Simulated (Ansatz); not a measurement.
Computed with Ansatz on PBE0-D4/def2-TZVP structures; ΔE is electronic, products minus reactants. CCSD(T)/CBS is the MP2 limit (def2-TZVPP, def2-QZVPP) plus CCSD(T) − MP2 in def2-TZVPP, frozen cores. DFT in def2-TZVPP. Each species was taken in one conformer, which may not be the lowest.

Reaction (cleavage of the Si–B bond): `OB([SiH3])CF` + `CSCS` → `CSCS[SiH3]` + `OBCF`

CCSD(T)/CBS gives -78.0 kJ/mol.

**Question.** Another level gave -64.6 kJ/mol. Which?
A. PBE/def2-TZVPP
B. MP2/def2-TZVPP
C. PBE-D4/def2-TZVPP
D. r2SCAN-D4/def2-TZVPP

**Answer.** A. PBE -64.6, r2SCAN-D4 -74.8, MP2/def2-TZVPP -85.8, PBE-D4 -69.3 kJ/mol.

Largest T1 diagnostic among the species: 0.013.

From PBE to PBE0 (25 % exact exchange), in def2-TZVPP and without D4, ΔE moves by −5.0 kJ/mol. The D4 term adds −7.6 kJ/mol with B3LYP and −4.1 kJ/mol with PBE0; it sums over pairs of atoms, weighted by their polarisabilities, and B3LYP, whose exchange is more repulsive, gets the larger term.

B3LYP here is the variant with VWN-RPA as its local correlation; programs differ in this.
